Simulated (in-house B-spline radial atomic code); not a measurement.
Configurations of the lutetium ion Lu⁶⁺, with energies counted from [Kr] 4d10 (4f5/2)6 (4f7/2)7 5s2 (5p1/2)2 (5p3/2)2. Method: Dirac-Hartree-Fock, average of each configuration as written, Fermi nucleus of rms radius 5.37 fm. Calculated with a radial B-spline atomic code at the basis-set limit. Energies include first-order Breit, QED and recoil terms.

Occupations are held fixed; configurations that lie above the ionisation limit could autoionise.

```tsv
configuration	E - E(ref) (eV)	highest orbital	its <r> (bohr)
[Kr] 4d10 (4f5/2)5 (4f7/2)8 5s2 (5p3/2)4	18.43	4f7/2	0.6588
[Kr] 4d10 (4f5/2)5 (4f7/2)8 5s2 (5p1/2)2 (5p3/2)1 (5d3/2)1	38.502	5d3/2	1.608
[Kr] 4d10 (4f5/2)4 (4f7/2)8 5s2 (5p3/2)4 (5d3/2)1	48.1	5d3/2	1.602
[Kr] 4d10 (4f5/2)6 (4f7/2)7 5s2 (5p1/2)1 (5p3/2)2 (5f5/2)1	78.419	5f5/2	2.615
[Kr] (4d3/2)4 (4d5/2)5 (4f5/2)6 (4f7/2)7 5s2 (5p3/2)4 (7p1/2)1	282.09	7p1/2	4.34
[Kr] (4d3/2)4 (4d5/2)5 (4f5/2)5 (4f7/2)8 5s2 (5p3/2)4 (5g9/2)1	290.23	5g9/2	3.847
[Kr] (4d3/2)4 (4d5/2)5 (4f5/2)6 (4f7/2)7 5s2 (5p1/2)1 (5p3/2)3 (7g9/2)1	290.41	7g9/2	8.917
[Kr] (4d3/2)3 (4d5/2)6 (4f5/2)5 (4f7/2)8 5s2 (5p3/2)4 9s1	307.73	9s1/2	8.549
```

(1) Order these further configurations by energy, lowest first.
A. [Kr] (4d3/2)3 (4d5/2)6 (4f5/2)6 (4f7/2)7 5s2 (5p1/2)1 (5p3/2)4
B. [Kr] 4d10 (4f5/2)5 (4f7/2)7 5s2 (5p1/2)1 (5p3/2)4
C. [Kr] 4d10 (4f5/2)6 (4f7/2)7 5s2 (5p1/2)1 (5p3/2)3
D. [Kr] 4d10 (4f5/2)5 (4f7/2)8 5s2 (5p1/2)2 (5p3/2)1 (7f7/2)1
E. [Kr] 4d10 (4f5/2)4 (4f7/2)8 5s2 (5p1/2)1 (5p3/2)3 (6g9/2)1

(2) How far above the reference does [Kr] 4d10 (4f5/2)5 (4f7/2)8 5s2 (5p1/2)1 (5p3/2)3 lie?

(3) How far above the reference does [Kr] 4d10 (4f5/2)6 (4f7/2)6 5s2 (5p1/2)1 (5p3/2)3 7s1 lie?

(4) How far above the reference does [Kr] (4d3/2)4 (4d5/2)5 4f14 5s2 (5p1/2)1 (5p3/2)3 lie?

(5) Is the reference the lowest configuration at this level of theory?

## Answers

(1) B (-1.9052 eV), C (7.9753 eV), E (94.134 eV), D (95.077 eV), A (201.38 eV).

(2) 9.3154 eV; its least bound orbital is 4f7/2 with <r> = 0.6587 bohr.

(3) 73.884 eV; its least bound orbital is 7s1/2 with <r> = 3.994 bohr.

(4) 201.88 eV; its least bound orbital is 4f7/2 with <r> = 0.6586 bohr.

(5) No: [Kr] 4d10 (4f5/2)5 (4f7/2)7 5s2 (5p1/2)1 (5p3/2)4 lies 1.905 eV lower. Averages of configurations without correlation can order differently from the measured ground levels.
